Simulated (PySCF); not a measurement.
## Ionisation energy of Br²⁺ by level of theory

Br²⁺ [Ar] 3d10 4s2 4p3 (4S) → Br³⁺ [Ar] 3d10 4s2 4p2 (3P), as a difference of total energies. Calculation: PySCF 2.14, in cc-pVTZ-PP with ECP10MDF; a scalar-relativistic core potential. Correlated levels: valence: 3s2 3p6 3d10 frozen. The calculations carry no spin-orbit coupling.

```csv
method,ionisation energy (eV),difference from reference (eV)
UHF,34.623,-0.248
PBE0,35.141,+0.270
TPSS,35.092,+0.221
MP2 (valence),35.149,+0.278
SCS-MP2 (valence),34.993,+0.122
CCSD (valence),35.113,+0.242
CCSD(T) (valence),35.139,+0.268
```

Reference: 34.871 ± 0.019 eV (measured; NIST Atomic Spectra Database, ionization energies).

The reference lies between the lowest fine-structure levels, while these numbers refer to the centres of the terms.

Errors of the correlated levels include the incompleteness of this basis and the frozen core.
